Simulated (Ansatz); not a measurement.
Two members of one family (Series SnHX3), computed with Ansatz in the gas phase; def2 core potentials for Sn, no spin–orbit coupling. The two geometries come from different levels. Binding counts from free atoms in the multiplicity of their measured ground term, without zero-point energy. A dash marks a value that wasn't run or was left out as unsound. The structures are stationary points that may keep the symmetry of their start. Remarks come from the PBE and PBE0 runs and from stability tests at other levels; not every state was tested. HOMO above LUMO (over both spins in singlets and doublets, within one spin in higher multiplets; at PBE or PBE0), or a gap under 0.15 eV within one spin, warns that the state may not be the lowest or that an electron is smeared out.

First: SnHF3 (singlet, charge 0, PBE0-D4/def2-TZVP geometry).

```tsv
atom	x (Å)	y (Å)	z (Å)
Sn1	-0.0818	-0.0670	0.0547
H2	-1.2334	-1.0167	0.8279
F3	-0.3067	1.7878	0.3458
F4	-0.0703	-0.2691	-1.8253
F5	1.6922	-0.4350	0.5969
```

```json
{"level": "PBE-D4/def2-SVP", "HOMO (eV)": "-8.95", "LUMO (eV)": "-2.86", "gap (eV)": "6.09", "vertical triplet (eV)": "–", "binding per atom (eV)": "3.28"}
{"level": "PBE-D4/def2-TZVP", "HOMO (eV)": "-9.29", "LUMO (eV)": "-3.15", "gap (eV)": "6.13", "vertical triplet (eV)": "5.73", "binding per atom (eV)": "3.36"}
{"level": "r2SCAN-D4/def2-TZVP", "HOMO (eV)": "-9.75", "LUMO (eV)": "-2.88", "gap (eV)": "6.87", "vertical triplet (eV)": "6.05", "binding per atom (eV)": "3.29"}
{"level": "PBE0-D4/def2-SVP", "HOMO (eV)": "-10.83", "LUMO (eV)": "-1.91", "gap (eV)": "8.92", "vertical triplet (eV)": "–", "binding per atom (eV)": "3.09"}
{"level": "ωB97M-V/def2-TZVP", "HOMO (eV)": "-13.38", "LUMO (eV)": "-0.06", "gap (eV)": "13.32", "vertical triplet (eV)": "–", "binding per atom (eV)": "3.27"}
```

Second: SnH(NCO)3 (singlet, charge 0, r2SCAN-D4/def2-SVP geometry).

Cartesian coordinates in Å:
```
Sn -1.1920 0.3497 -0.1211
H -2.8014 0.8021 -0.2892
N 0.0329 1.7785 -0.8432
C 1.1983 2.0477 -1.0495
O 2.2994 2.3781 -1.2776
N -0.8172 -1.3590 -1.1240
C 0.0457 -2.1738 -1.3759
O 0.8250 -3.0007 -1.6618
N -0.7280 0.0534 1.8172
C 0.1632 -0.2816 2.5695
O 0.9739 -0.5943 3.3556
```

Q: Estimate the same table for the second.

A: 
| level | HOMO (eV) | LUMO (eV) | gap (eV) | vertical triplet (eV) | binding per atom (eV) |
| --- | --- | --- | --- | --- | --- |
| PBE-D4/def2-SVP | -7.31 | -2.72 | 4.59 | – | 5.36 |
| PBE-D4/def2-TZVP | -7.48 | -2.95 | 4.53 | 4.62 | 5.31 |
| r2SCAN-D4/def2-TZVP | -7.81 | -2.72 | 5.08 | 4.93 | 5.00 |
| PBE0-D4/def2-SVP | -8.81 | -1.82 | 6.99 | – | 5.05 |
| ωB97M-V/def2-TZVP | -11.15 | 0.07 | 11.22 | – | 4.98 |

Remarks: gap within one spin near zero at PBE or PBE0 (triplet).
